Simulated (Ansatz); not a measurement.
`[OH][Ti]([SH])([SH])[SH]`, charge 0, multiplicity 1.

(1) Give a relaxed structure at PBE0-D4/def2-TZVP (Ansatz 0.2.0). (Best estimate.)

Results:

(1) The calculation gave: 
Cartesian coordinates in Å:
```
O 1.684 -0.580 -0.321
Ti 0.030 -0.145 0.106
S -1.565 -1.108 -1.205
S -0.306 2.115 -0.049
S -0.393 -0.963 2.188
H 2.202 -1.155 -0.885
H -1.185 -0.357 -2.260
H 1.007 2.358 0.126
H -1.473 -0.165 2.301
```
This is one stationary point; other conformers may exist.
